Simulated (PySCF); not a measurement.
# PBE on Cr (chromium, neutral)

Configuration: [Ar] 3d5 4s1, high-spin 7S determinant. All numbers are calculated (PySCF 2.14, the spin-free X2C one-electron Hamiltonian (Gaussian nucleus), in aug-cc-pVDZ-DK (7s6p4d2f, 59 functions)).

```
Total energy                        : -1050.554 hartree
One-electron energy                 : -1446.622 hartree
Hartree (Coulomb) energy            : 445.070 hartree
Exchange-correlation energy         : -49.003 hartree
⟨S²⟩                                : 12.0001
⟨L²⟩                                : 0.000
Sum of ⟨r⟩                          : 20.61 bohr
Sum of ⟨r²⟩                         : 37.83 bohr²
Langevin diamagnetic susceptibility : -30.0 ×10⁻⁶ cm³/mol
```

```csv
shell,electrons,mean orbital energy (eV),"rms radius, mean of both spins (bohr)"
1s α,1,-5875.7,0.0734
1s β,1,-5875.7,0.0734
2s α,1,-666.56,0.318
2s β,1,-665.04,0.318
2p α,3,-560.07,0.288
2p β,3,-558.89,0.288
3s α,1,-74.731,0.970
3s β,1,-70.287,0.970
3p α,3,-46.195,1.06
3p β,3,-41.781,1.06
4s α,1,-4.450,3.61
3d α,5,-3.656,1.76
```

Densities and radii are taken from the X2C orbitals without a picture-change correction, which distorts them close to the nucleus.
